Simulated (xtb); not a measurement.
Si(F)(Br)(OH)(NH2) (BrFH3NOSi), SMILES F[Si](N)(Br)O. All values are semi-empirical tight-binding results from xtb (GFN2-xTB unless named), good for trends rather than for accurate numbers. Geometry optimised at GFN2-xTB. This is a generated structure with no PubChem entry under its InChIKey; it may be hypothetical. The values are those of a single conformer.

Computed properties:
* **orbital gap**: 7.23 eV
* **zero-point energy**: 27.2 kcal/mol
* **G − E(el) at 298.15 K (modified RRHO)**: 6.9 kcal/mol
* **static polarisability (D4 model)**: 71.6 bohr³
* **solvation energy, GFN2-xTB/ALPB(water)**: -7.6 kcal/mol
* **solvation energy, GFN2-xTB/ALPB(hexane)**: -3.3 kcal/mol
